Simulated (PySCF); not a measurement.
**Ionisation energy of Ru by level of theory**

Ru [Kr] 4d7 5s1 (5F) → Ru⁺ [Kr] 4d7 (4F), as a difference of total energies. Calculation: PySCF 2.14, in aug-cc-pwCVDZ-PP with ECP28MDF; a scalar-relativistic core potential. Correlated levels: valence: 4s2 4p6 frozen; valence and next inner shell: nothing frozen outside the core potential. The calculations carry no spin-orbit coupling.

```
                                method  ionisation energy (eV)
                                   UHF                   6.291
                                   LDA                   8.110
                                   PBE                   7.822
                                  PBE0                   7.515
                                r2SCAN                   7.762
                             CAM-B3LYP                   7.446
                               wB97M-V                   7.073
                                M06-2X                   7.203
                               r2SCAN0                   7.526
                         MP2 (valence)                   7.133
                     SCS-MP2 (valence)                   6.879
    MP2 (valence and next inner shell)                   7.386
SCS-MP2 (valence and next inner shell)                   7.103
```

Errors of the correlated levels include the incompleteness of this basis and the frozen core.

Question: Which method comes closest to the reference value, and which is furthest?

Answer: The reference is 7.365 eV (measured; NIST levels, between the centres of gravity of the two terms). Closest: MP2 (valence and next inner shell) (error 0.021 eV); furthest: UHF (error -1.074 eV).
